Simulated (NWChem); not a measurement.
Program: NWChem. System: CH$_{3}$BO, charge 0, spin multiplicity 1, at a geometry optimised with PBE0/def2-SVP. The structure started from a generated list of species. Level: CR-CCSD(T)/STO-3G, 3 core orbitals frozen.

The NWChem input:

```
start mol
memory heap 100 mb stack 700 mb global 1900 mb
geometry units angstroms nocenter noautoz
  B      1.281335     0.379967     0.000000
  H      1.744057    -0.098593     1.022605
  H      1.744057    -0.098593    -1.022605
  H      1.240325     1.599470     0.000000
  O     -1.260459    -0.373763     0.000000
  C     -0.175240    -0.052002     0.000000
  symmetry group Cs
end
basis spherical
  * library sto-3g
end
scf
  rhf
  nopen 0
  maxiter 100
  thresh 1e-7
  semidirect memsize 60000000 filesize 0
end
tce
  freeze core 3
  cr-ccsd(t)
  2eorb
  2emet 13
  thresh 1e-6
  maxiter 100
  tilesize 24
end
task tce energy
```

Part of the output:

```
             Northwest Computational Chemistry Package (NWChem) 7.3.0
             --------------------------------------------------------

                                NWChem Input Module
                                -------------------

 Scaling coordinates for geometry "geometry" by  1.889725989
 (inverse scale =  0.529177249)

 Turning off AUTOSYM since
 SYMMETRY directive was detected!

                             Geometry "geometry" -> ""
                             -------------------------

 Output coordinates in angstroms (scale by  1.889725989 to convert to a.u.)

  No.       Tag          Charge          X              Y              Z
 ---- ---------------- ---------- -------------- -------------- --------------
    1 B                    5.0000     1.28133500     0.37996700     0.00000000
    2 H                    1.0000     1.74405700    -0.09859300     1.02260500
    3 H                    1.0000     1.74405700    -0.09859300    -1.02260500
    4 H                    1.0000     1.24032500     1.59947000     0.00000000
    5 O                    8.0000    -1.26045900    -0.37376300     0.00000000
    6 C                    6.0000    -0.17524000    -0.05200200     0.00000000

 Effective nuclear repulsion energy (a.u.)      56.5207822560

            Nuclear Dipole moment (a.u.)
            ----------------------------
        X                 Y               Z
 ---------------- ---------------- ----------------
     0.0000037795     0.0000056692     0.0000000000

      Symmetry information
      --------------------

 Group name             Cs
 Group number              2
 Group order               2
 No. of unique centers     5

      Symmetry unique atoms

     1    2    4    5    6


 Summary of "ao basis" -> "" (spherical)
 ------------------------------------------------------------------------------
       Tag                 Description            Shells   Functions and Types
 ---------------- ------------------------------  ------  ---------------------
 *                           sto-3g                   on all atoms

 Summary of "ao basis" -> "ao basis" (spherical)
[...]
      Symmetry adaption is : on
         Schwarz screening : 0.10D-09

          Correlation Information
          -----------------------
          Calculation type : Coupled-cluster singles & doubles w/ perturbation
   Perturbative correction : Completely renormalized (T)
            Max iterations :      100
        Residual threshold : 0.10D-05
     T(0) DIIS level shift : 0.00D+00
     L(0) DIIS level shift : 0.00D+00
     T(1) DIIS level shift : 0.00D+00
     L(1) DIIS level shift : 0.00D+00
     T(R) DIIS level shift : 0.00D+00
     T(I) DIIS level shift : 0.00D+00
   CC-T/L Amplitude update :  5-th order DIIS
                I/O scheme : Global Array Library
        L-threshold :  0.10D-05
        EOM-threshold :  0.10D-05
 no EOMCCSD initial starts read in
 TCE RESTART OPTIONS
 SLICE:      F
 D4D5:       F
 quantumc:   F
 qrotation:  F
 pwtce:      F
 qducc:      F
 nacto:                         0
 nrotv:                         0
 nrot:                          0

            Memory Information
            ------------------
          Available GA space size is     249036476 doubles
          Available MA space size is     104856316 doubles

 Maximum block size supplied by input
 Maximum block size        24 doubles

 tile_dim =      6

 -------------------------------------------------
   1    alpha     a'     6 doubles       0       1
   2    alpha     a"     2 doubles       6       2
   3    beta      a'     6 doubles       8       1
   4    beta      a"     2 doubles      14       2
   5    alpha     a'     5 doubles      16       5
   6    alpha     a"     2 doubles      21       6
   7    beta      a'     5 doubles      23       5
   8    beta      a"     2 doubles      28       6

 Global array virtual files algorithm will be used

 Parallel file system coherency ......... OK

 4-electron integrals stored in orbital form

 v2    file size   =             7951
 4-index algorithm nr.  13 is used
 imaxsize =       30
 imaxsize ichop =        0


CCSD iterations
 ---------------------------------------------------------
 Iter          Residuum       Correlation     Cpu    Wall
 ---------------------------------------------------------
    1   0.1218023405852  -0.1787353058328     0.0     0.0
    2   0.0455381581088  -0.1890332496752     0.0     0.0
    3   0.0190533627755  -0.1960812939168     0.0     0.0
    4   0.0088380935519  -0.1980217603568     0.0     0.0
    5   0.0042225292931  -0.1990786707236     0.0     0.0
    6   0.0004741748234  -0.1997795898414     0.0     0.0
    7   0.0001723124010  -0.1998090929183     0.0     0.0
    8   0.0000834263896  -0.1998134944466     0.0     0.0
    9   0.0000429194012  -0.1998135502563     0.0     0.0
   10   0.0000228227384  -0.1998143895442     0.0     0.0
   11   0.0000036321293  -0.1998149020171     0.0     0.0
   12   0.0000013854785  -0.1998151084221     0.0     0.0
   13   0.0000006200494  -0.1998152614447     0.0     0.0
 -----------------------------------------------------------------
 Iterations converged
 CCSD correlation energy / hartree =        -0.199815261444679
 CCSD total energy / hartree       =      -137.522259594704764

 Singles contributions

 Doubles contributions
    13a'  (alpha)    13a'  (beta ) ---     7a'  (alpha)     7a'  (beta )       -0.1080542023
    12a"  (alpha)    12a"  (beta ) ---     8a"  (alpha)     8a"  (beta )       -0.1080565233
 CR-CCSD(T)

 CR-CCSD[T]  correction energy / hartree =        -0.008113574480069
 CR-CCSD[T] correlation energy / hartree =        -0.207928835924748
 CR-CCSD[T] total energy / hartree       =      -137.530373169184827
 CR-CCSD(T)  correction energy / hartree =        -0.006108064361816
 CR-CCSD(T) correlation energy / hartree =        -0.205923325806495
 CR-CCSD(T) total energy / hartree       =      -137.528367659066589

 Task  times  cpu:        0.7s     wall:        0.7s

 Total times  cpu:        0.7s     wall:        0.7s
```
